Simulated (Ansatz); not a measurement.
`F[SiH](F)S[SiH2]Cl` + `CO[SiH2]S` → `CO[SiH2]S[SiH](F)F` + `S[SiH2]Cl`  (ligand exchange at the Si–S bond)

Computed with Ansatz on PBE0-D4/def2-TZVP structures; ΔE is electronic, products minus reactants. CCSD(T)/CBS is the MP2 limit (def2-TZVPP, def2-QZVPP) plus CCSD(T) − MP2 in def2-TZVPP, frozen cores. This one scheme is used for every species. Functionals use def2-TZVPP. B3LYP here is the variant with VWN-RPA as its local correlation; programs differ in this. Each species was taken in one conformer, which may not be the lowest.

```csv
level,ΔE (kcal/mol)
B2PLYP,-1.4
PBE,-1.1
r2SCAN,-1.6
B3LYP,-1.1
```

**Question.** What does CCSD(T)/CBS give? (Best estimate.)

**Answer.** Ansatz gave: -1.7 kcal/mol. The listed levels differ from it by 0.3, 0.6, 0.1, 0.6 kcal/mol.

Largest T1 diagnostic among the species: 0.012.

The D4 term adds −0.7 kcal/mol with B3LYP and −0.4 kcal/mol with PBE0; it sums over pairs of atoms, weighted by their polarisabilities, and B3LYP, whose exchange is more repulsive, gets the larger term.
